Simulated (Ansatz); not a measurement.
Reaction (formal exchange of groups at the Se–Al bond): `[AlH2][Se][SiH3]` + ethane → `CC[Se][SiH3]` + `[AlH3]`

Isolated molecules relaxed with PBE0-D4/def2-TZVP in Ansatz; ΔE leaves out vibrations. CCSD(T)/CBS is the MP2 limit (def2-TZVPP, def2-QZVPP) plus CCSD(T) − MP2 in def2-TZVPP, frozen cores. This one scheme is used for every species. For Se outer-core shells are correlated without core-valence functions, which leaves a few kJ/mol of doubt a bond. Scalar relativity is left out up to krypton. One conformer a species, not always the lowest.

```
           species  MP2/CBS(def2) energy (Eh)
`[AlH2][Se][SiH3]`                -2934.79248
              `CC`                  -79.67486
    `CC[Se][SiH3]`                -2770.64199
          `[AlH3]`                 -243.75528
```

(1) Work out ΔE.

Largest T1 diagnostic among the species: 0.010.

## Answers

(1) ΔE = (-2770.64199) + (-243.75528) − (-2934.79248) − (-79.67486) = 0.07007 Eh = +1.91 eV. CCSD(T)/CBS gives +1.88 eV.

From BLYP to BHLYP (50 % exact exchange), in def2-TZVPP and without D4, ΔE moves by +0.09 eV. In def2-TZVPP, CCSD(T) changes the Hartree–Fock value by −0.10 eV (the triples alone add −0.01 eV) and MP2 by −0.07 eV. Leaving LDA and LC-ωPBE aside and taking each functional with its dispersion term where it has one, the values, not all of them listed here, spread over 0.19 eV, from BLYP-D4 to r2SCAN0-D4.
